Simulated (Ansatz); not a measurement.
Noncovalent pair: CH4 (SMILES C) (first 5 atoms) with HI (SMILES I); geometry from B3LYP-D3(BJ)/def2-TZVP.
(charge 0, multiplicity 1):
```xyz
7

C     -0.1406    -0.0624    -0.1220
H     -0.9665     0.4336     0.3869
H     -0.2462     0.0772    -1.1969
H      0.8051     0.3694     0.2042
H     -0.1561    -1.1282     0.1040
I      0.2620    -0.6072     4.1568
H      0.1332    -0.4224     2.5576
```

Basis-set superposition error: the interaction energy with monomers in their own basis, and in the dimer's basis (counterpoise).

The values were computed with Ansatz (Gaussian basis) for Hartree–Fock, density functionals and correlated methods. Each number belongs to the level named beside it. In def2 rows elements past Kr take small-core potentials, without spin–orbit coupling.

```json
[
 {"level": "HF/def2-TZVPPD", "uncorrected (kcal/mol)": "0.49", "counterpoise (kcal/mol)": "0.53", "difference": "0.04"},
 {"level": "PBE/def2-TZVPPD", "uncorrected (kcal/mol)": "-0.52", "counterpoise (kcal/mol)": "-0.48", "difference": "0.05"},
 {"level": "B3LYP/def2-TZVPPD", "uncorrected (kcal/mol)": "0.11", "counterpoise (kcal/mol)": "0.16", "difference": "0.05"},
 {"level": "PBE0/def2-TZVPPD", "uncorrected (kcal/mol)": "-0.43", "counterpoise (kcal/mol)": "-0.39", "difference": "0.04"},
 {"level": "CAM-B3LYP/def2-TZVPPD", "uncorrected (kcal/mol)": "-0.27", "counterpoise (kcal/mol)": "-0.22", "difference": "0.05"},
 {"level": "wB97X-V/def2-TZVPPD", "uncorrected (kcal/mol)": "-0.84", "counterpoise (kcal/mol)": "-0.79", "difference": "0.05"},
 {"level": "wB97M-V/def2-TZVPPD", "uncorrected (kcal/mol)": "-0.80", "counterpoise (kcal/mol)": "-0.76", "difference": "0.05"},
 {"level": "MP2/def2-SVPD", "uncorrected (kcal/mol)": "-1.58", "counterpoise (kcal/mol)": "-0.64", "difference": "0.94"},
 {"level": "SCS-MP2/def2-SVPD", "uncorrected (kcal/mol)": "-1.28", "counterpoise (kcal/mol)": "-0.32", "difference": "0.96"},
 {"level": "CCSD/def2-TZVPPD", "uncorrected (kcal/mol)": "-0.84", "counterpoise (kcal/mol)": "-0.52", "difference": "0.31"}
]
```

The error is largest for SCS-MP2/def2-SVPD (0.96 kcal/mol) and smallest for HF/def2-TZVPPD (0.04 kcal/mol).

Ansatz is an electronic-structure program.
